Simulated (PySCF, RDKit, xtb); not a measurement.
Positional isomers: benzothiophene cyano+silyl. Gas-phase values, no solvent. Strings in code marks are SMILES.

Quantity: electronic energy of isomers of C9H7NSSi relative to `N#Cc1c([SiH3])sc2ccccc12`, in kJ/mol. Force-field values (RDKit) are differences of steric energies, which aren't made for comparing isomers with other bonds.

Level 1: B3LYP/LANL2DZ // PBE-D3(BJ)/def2-SVP (PySCF)
Level 2: PBE/6-31G* // PBE-D3(BJ)/def2-SVP (PySCF)
Level 3: GFN2-xTB (xtb)
Level 4: UFF, relaxed from the DFT geometry (RDKit)

```json
[
 {"species": "`N#Cc1cc([SiH3])cc2sccc12`", "level 2": "11.36", "level 3": "8.51", "level 4": "-3.05"},
 {"species": "`N#Cc1cc2cc([SiH3])ccc2s1`", "level 2": "17.15", "level 3": "14.91", "level 4": "-5.27"},
 {"species": "`N#Cc1cc([SiH3])cc2ccsc12`", "level 2": "16.36", "level 3": "14.20", "level 4": "-4.65"},
 {"species": "`N#Cc1cc2ccc([SiH3])cc2s1`", "level 2": "16.97", "level 3": "13.79", "level 4": "-5.33"},
 {"species": "`N#Cc1ccc([SiH3])c2ccsc12`", "level 2": "15.49", "level 3": "10.71", "level 4": "1.15"}
]
```

Problem. What does level 1 give for each, and how far do the other levels lie from it on average?

Solution. 
- `N#Cc1cc([SiH3])cc2sccc12`: 10.00
- `N#Cc1cc2cc([SiH3])ccc2s1`: 14.93
- `N#Cc1cc([SiH3])cc2ccsc12`: 15.56
- `N#Cc1cc2ccc([SiH3])cc2s1`: 15.05
- `N#Cc1ccc([SiH3])c2ccsc12`: 14.86
Mean absolute difference from level 1, which has limits of its own, over these rows (drawn at random from the members that have all these levels): level 2 1.38 kJ/mol, level 3 1.65 kJ/mol, level 4 17.51 kJ/mol.
